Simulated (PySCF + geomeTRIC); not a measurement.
All values below come from BP86-D3(BJ)/def2-SVP (PySCF + geomeTRIC). fastk is a local helper that only speeds up exchange builds. No frequencies were computed at this level.

```python
import json, numpy as np
from pyscf import gto, dft
from fastk import lowrank_exchange
atoms = """
Mo     0.126730     0.079985     0.086810
F      0.570928     1.272475     1.514969
N      1.555669    -1.088854     0.718665
H      1.521857    -1.794301     1.449404
H      2.539493    -0.884194     0.571863
N     -1.463766     1.176283     0.143564
H     -2.281678     1.137662    -0.457491
H     -1.675890     1.829223     0.893687
N      1.421372     1.111170    -0.902197
H      1.913880     0.979482    -1.781800
H      1.821859     1.936480    -0.462134
N     -0.285396    -0.614493    -1.665925
H     -0.824713    -1.445594    -1.895579
H     -0.022990    -0.199918    -2.558049
N     -0.943561    -1.347900     0.820940
H     -1.950238    -1.312421     0.962792
H     -0.662845    -2.306812     1.018018
"""
def scf(charge, spin, dm0=None):
    mol = gto.M(atom=atoms, basis='def2-svp', ecp={'Mo': 'def2-svp'}, charge=charge, spin=spin, verbose=3, max_memory=10080)
    mf = dft.KS(mol, xc='bp86').density_fit(auxbasis="def2-universal-jkfit")
    mf.disp = 'd3bj'
    mf.grids.level = 3
    mf.conv_tol = 1e-8
    mf.max_cycle = 120
    mf.level_shift = 0.25
    mf.kernel(dm0)
    if not mf.converged:
        mf = mf.newton().run(mf.mo_coeff, mf.mo_occ).undo_soscf()
    return mf
mf = scf(0, 0)
from pyscf.geomopt.geometric_solver import kernel as optimize
path = []
done, mol = optimize(mf, maxsteps=120, assert_convergence=False, callback=lambda env: path.append((env["energy"], bool(env["g_scanner"].converged))))
res = dict(converged=bool(done and path[-1][1]), energy=path[-1][0], path=[e for e, c in path], xyz=mol.atom_coords(unit="Angstrom").tolist(), nao=mol.nao)
json.dump(res, open("result.json", "w"))
```

Output:

```
converged SCF energy = -447.779337459854
Geometry optimization cycle 1
converged SCF energy = -447.779337435138
cycle 1: E = -447.779337435  dE = -447.779  norm(grad) = 0.0750642
Geometry optimization cycle 2
converged SCF energy = -447.788381387224
cycle 2: E = -447.788381387  dE = -0.00904395  norm(grad) = 0.0297518
Geometry optimization cycle 3
converged SCF energy = -447.791585463842
cycle 3: E = -447.791585464  dE = -0.00320408  norm(grad) = 0.0137983
Geometry optimization cycle 4
converged SCF energy = -447.791154273787
cycle 4: E = -447.791154274  dE = 0.00043119  norm(grad) = 0.0294565
Geometry optimization cycle 5
converged SCF energy = -447.793371592553
cycle 5: E = -447.793371593  dE = -0.00221732  norm(grad) = 0.0101061
Geometry optimization cycle 6
converged SCF energy = -447.793339580735
cycle 6: E = -447.793339581  dE = 3.20118e-05  norm(grad) = 0.00834729
Geometry optimization cycle 7
converged SCF energy = -447.793776294199
cycle 7: E = -447.793776294  dE = -0.000436713  norm(grad) = 0.00493559
Geometry optimization cycle 8
converged SCF energy = -447.794003421642
cycle 8: E = -447.794003422  dE = -0.000227127  norm(grad) = 0.00362757
Geometry optimization cycle 9
converged SCF energy = -447.794130104334
cycle 9: E = -447.794130104  dE = -0.000126683  norm(grad) = 0.00327565
Geometry optimization cycle 10
converged SCF energy = -447.79418677876
cycle 10: E = -447.794186779  dE = -5.66744e-05  norm(grad) = 0.00266998
Geometry optimization cycle 11
converged SCF energy = -447.794246686732
cycle 11: E = -447.794246687  dE = -5.9908e-05  norm(grad) = 0.00170837
Geometry optimization cycle 12
converged SCF energy = -447.794268494752
cycle 12: E = -447.794268495  dE = -2.1808e-05  norm(grad) = 0.000908926
Geometry optimization cycle 13
converged SCF energy = -447.794272274697
cycle 13: E = -447.794272275  dE = -3.77995e-06  norm(grad) = 0.000652463
Geometry optimization cycle 14
converged SCF energy = -447.79427350969
cycle 14: E = -447.79427351  dE = -1.23499e-06  norm(grad) = 0.000644632
Geometry optimization cycle 15
converged SCF energy = -447.794275067665
cycle 15: E = -447.794275068  dE = -1.55798e-06  norm(grad) = 0.000576942
Geometry optimization cycle 16
converged SCF energy = -447.794276746984
cycle 16: E = -447.794276747  dE = -1.67932e-06  norm(grad) = 0.000413373
Geometry optimization cycle 17
converged SCF energy = -447.794277889577
cycle 17: E = -447.79427789  dE = -1.14259e-06  norm(grad) = 0.000319051
Geometry optimization cycle 18
converged SCF energy = -447.794278436988
cycle 18: E = -447.794278437  dE = -5.47411e-07  norm(grad) = 0.000309119
<class 'geometric.internal.Distance'> : 16
<class 'geometric.internal.Angle'> : 14
<class 'geometric.internal.LinearAngle'> : 4
<class 'geometric.internal.OutOfPlane'> : 17
<class 'geometric.internal.Dihedral'> : 48
<class 'geometric.internal.TranslationX'> : 1
<class 'geometric.internal.TranslationY'> : 1
<class 'geometric.internal.TranslationZ'> : 1
<class 'geometric.internal.RotationA'> : 1
<class 'geometric.internal.RotationB'> : 1
<class 'geometric.internal.RotationC'> : 1
Step    0 : Gradient = 1.821e-02/3.027e-02 (rms/max) Energy = -447.7793374351
Step    1 : Displace = 9.652e-02/1.405e-01 (rms/max) Trust = 1.000e-01 (=) Grad = 7.216e-03/1.306e-02 (rms/max) E (change) = -447.7883813872 (-9.044e-03) Quality = 0.525
Step    2 : Displace = 7.297e-02/1.405e-01 (rms/max) Trust = 1.000e-01 (=) Grad = 3.347e-03/6.172e-03 (rms/max) E (change) = -447.7915854638 (-3.204e-03) Quality = 0.895
Step    3 : Displace = 8.464e-02/1.417e-01 (rms/max) Trust = 1.414e-01 (+) Grad = 7.144e-03/1.347e-02 (rms/max) E (change) = -447.7911542738 (+4.312e-04) Quality = -0.156
Step    4 : Displace = 4.192e-02/6.433e-02 (rms/max) Trust = 4.232e-02 (-) Grad = 2.451e-03/4.374e-03 (rms/max) E (change) = -447.7933715926 (-2.217e-03) Quality = 0.936
Step    5 : Displace = 4.060e-02/6.611e-02 (rms/max) Trust = 5.985e-02 (+) Grad = 2.025e-03/3.688e-03 (rms/max) E (change) = -447.7933395807 (+3.201e-05) Quality = -0.059
Step    6 : Displace = 2.056e-02/3.327e-02 (rms/max) Trust = 2.030e-02 (-) Grad = 1.197e-03/2.187e-03 (rms/max) E (change) = -447.7937762942 (-4.367e-04) Quality = 1.027
Step    7 : Displace = 2.451e-02/4.674e-02 (rms/max) Trust = 2.871e-02 (+) Grad = 8.798e-04/1.668e-03 (rms/max) E (change) = -447.7940034216 (-2.271e-04) Quality = 1.370
Step    8 : Displace = 2.345e-02/4.446e-02 (rms/max) Trust = 4.060e-02 (+) Grad = 7.945e-04/1.564e-03 (rms/max) E (change) = -447.7941301043 (-1.267e-04) Quality = 1.232
Step    9 : Displace = 2.477e-02/4.989e-02 (rms/max) Trust = 5.742e-02 (+) Grad = 6.476e-04/1.576e-03 (rms/max) E (change) = -447.7941867788 (-5.667e-05) Quality = 0.702
Step   10 : Displace = 9.317e-03/1.770e-02 (rms/max) Trust = 5.742e-02 (=) Grad = 4.143e-04/1.071e-03 (rms/max) E (change) = -447.7942466867 (-5.991e-05) Quality = 1.283
Step   11 : Displace = 7.745e-03/1.500e-02 (rms/max) Trust = 8.120e-02 (+) Grad = 2.204e-04/4.167e-04 (rms/max) E (change) = -447.7942684948 (-2.181e-05) Quality = 1.035
Step   12 : Displace = 3.156e-03/5.324e-03 (rms/max) Trust = 1.148e-01 (+) Grad = 1.582e-04/3.928e-04 (rms/max) E (change) = -447.7942722747 (-3.780e-06) Quality = 0.630
Step   13 : Displace = 2.766e-03/4.910e-03 (rms/max) Trust = 1.148e-01 (=) Grad = 1.563e-04/3.426e-04 (rms/max) E (change) = -447.7942735097 (-1.235e-06) Quality = 0.230
Step   14 : Displace = 1.436e-03/2.634e-03 (rms/max) Trust = 1.383e-03 (-) Grad = 1.399e-04/2.692e-04 (rms/max) E (change) = -447.7942750677 (-1.558e-06) Quality = 0.374
Step   15 : Displace = 1.383e-03/2.319e-03 (rms/max) Trust = 1.383e-03 (=) Grad = 1.003e-04/2.154e-04 (rms/max) E (change) = -447.7942767470 (-1.679e-06) Quality = 0.369
Step   16 : Displace = 1.500e-03/2.486e-03 (rms/max) Trust = 1.383e-03 (=) Grad = 7.738e-05/1.314e-04 (rms/max) E (change) = -447.7942778896 (-1.143e-06) Quality = 0.167
Step   17 : Displace = 6.947e-04/1.281e-03 (rms/max) Trust = 6.916e-04 (-) Grad = 7.497e-05/1.682e-04 (rms/max) E (change) = -447.7942784370 (-5.474e-07) Quality = 0.109
Converged! =D
```

Cost: about 17 core-minutes (a rough figure).
